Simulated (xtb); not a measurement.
xtb input:

```bash
xtb mol.xyz --gfn 2 --ohess tight --chrg 0 --uhf 0
```
mol.xyz:
```
8

C     -2.43456291     0.03242935     0.00477277
Ge    -0.45883132     0.00905509    -0.03121420
Br     0.30801048    -1.72842401    -1.25669660
Br     0.33231815    -0.24026697     2.19242501
Br     0.37978572     1.96145143    -0.85907810
H     -2.72852789     0.88137356     0.60321647
H     -2.74327993     0.12170781    -1.09487864
H     -2.74782665    -0.90803931     0.37636423
```

**Question.** Predict the final energy.

**Answer.** -17.99734 Eh (GFN2-xTB).
